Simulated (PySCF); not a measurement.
Computed IR spectrum (relative IR intensity) of a molecule C4H10OSi. Geometry: PBE0-D3(BJ)/def2-SVP. Other conformers were not sampled. These are PySCF with PBE0-D3(BJ)/def2-SVP values and carry that method's errors. Frequencies are harmonic and unscaled.

Lines under 2 % of the strongest are left out, and lines within 2 cm⁻¹ are merged.

ν (cm⁻¹): 275 (w), 340 (s), 376 (w), 528 (vw), 574 (w), 616 (w), 721 (w), 792 (w), 869 (w), 917 (vs), 935 (w), 939 (m), 955 (m), 983 (w), 990 (w), 1034 (w), 1111 (m), 1148 (m), 1176 (w), 1226 (w), 1277 (w), 1317 (vw), 1402 (m), 1730 (w), 2227 (m), 2232 (s), 2243 (s), 3014 (m), 3073 (vw), 3119 (w), 3132 (w), 3263 (vw), 3882 (m) (against the strongest line: vs over 80 %, s over 45 %, m over 15 %, w over 4 %, vw less)

Question: Pick the molecule that these values belong to.
A. CC[C@H]1CO[SiH2]1
B. C=C[C@H]([SiH3])CO
C. C=CCCO[SiH3]
D. CC[Si@H](C)C=O

Answer: B, C=C[C@H]([SiH3])CO
